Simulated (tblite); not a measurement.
C₇H₉FN (doublet state).
SMILES with atom numbers: `[N:1]=[C:2](/[CH:3]=[CH:4]/[CH2:5][F:6])[CH:7]1[CH2:8][CH2:9]1` (hydrogens: H10 on C3; H11 on C4; H12, H13 on C5; H14 on C7; H15, H16 on C8; H17, H18 on C9)

Structure optimised with GFN2-xTB, isolated species. This method treats the open shell by occupation alone, without spin polarisation.

(1) Give the optimised bond lengths and angles.

Results:

(1) 
```
          bond  length (bohr)   order
         N1=C2          2.333  double
         C2–C3          2.799  single
         C3=C4          2.509  double
         C4–C5          2.818  single
         C5–F6          2.591  single
         C2–C7          2.834  single
  C7–C8, C7–C9          2.845  single
         C8–C9          2.817  single
        C3–H10          2.042  single
        C4–H11          2.042  single
C5–H12, C5–H13          2.074  single
        C7–H14          2.046  single
C8–H15, C9–H17          2.039  single
C8–H16, C9–H18          2.040  single
```

Bonds in one row agree within 0.02 bohr and their mean is given. Orders are formal, as drawn. A selection of angles:
```
   angle  degrees
N1–C2–C3    123.3
N1–C2–C7    123.2
C3–C2–C7    113.4
C2–C3–C4    122.8
C3–C4–C5    124.3
C4–C5–F6    112.4
C2–C7–C8    118.6
C8–C7–C9     59.3
C7–C8–C9     60.3
```

Torsions: N1–C2–C3–C4 3° (synperiplanar); C2–C3–C4–C5 180° (antiperiplanar); C3–C4–C5–F6 -2° (synperiplanar); N1–C2–C7–C8 42° (synclinal); C2–C7–C8–C9 -109° (anticlinal); C2–C7–C9–C8 108° (anticlinal). The mirror-image conformer, all signs reversed, is as good.

C4 (carbon bonded to 2 C and H) is planar (angles 124.3°, 120.8° and 114.8°, sum 360.0°, 0.00 Å off the plane of its three neighbours). C3 (carbon bonded to 2 C and H) is planar (angles 122.8°, 120.8° and 116.5°, sum 360.0°, 0.00 Å off the plane of its three neighbours). C2 (carbon bonded to 2 C and N) is planar (angles 123.3°, 123.2° and 113.4°, sum 360.0°, 0.00 Å off the plane of its three neighbours). The C–C distances run from 1.328 Å (C3=C4, drawn double) to 1.507 Å (C7–C8, drawn single), a spread of 0.179 Å. Of the pairs four or more bonds apart, F6···H10 is among the closest relative to their van der Waals radii: 2.45 Å, 92 % of the sum of Bondi's values. The 3-membered ring C7–C8–C9 has internal angles of 59.3° to 60.4°.

Point group: near Cs, missed by 0.30 Å at most; the miss may be what the optimiser left on a soft mode. Its lowest GFN2-xTB frequency is 8 cm⁻¹, too small to tell a flat minimum from a shallow saddle.

The run took 0.74 s on an Arm Neoverse V2 with one thread, no GPU, shared host with 96 logical CPUs at a one-minute load of 85. This is the geometry optimisation.

The numbers are calculated, not measured.
